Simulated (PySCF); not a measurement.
# Electron correlation in F⁺ (fluorine, charge +1)

[He] 2s2 2p4, high-spin 3P determinant. Calculation: PySCF 2.14, in def2-TZVPPD (6s4p3d1f, 40 functions); the non-relativistic Hamiltonian (point nucleus). Frozen: nothing; 8 electrons correlated.

| level | correlation energy (mhartree) |
| --- | --- |
| CCSD | -175.62 |
| (T) | -2.03 |
| CCSD(T) | -177.65 |

Diagnostics: T1 = 0.0037, D1 = 0.0079, largest double amplitude 0.026.

Cost of the coupled-cluster step: of the order of 1.4 core-seconds, for 8 correlated electrons.

This basis was not built for core-valence correlation, so the inner-shell part is incomplete.
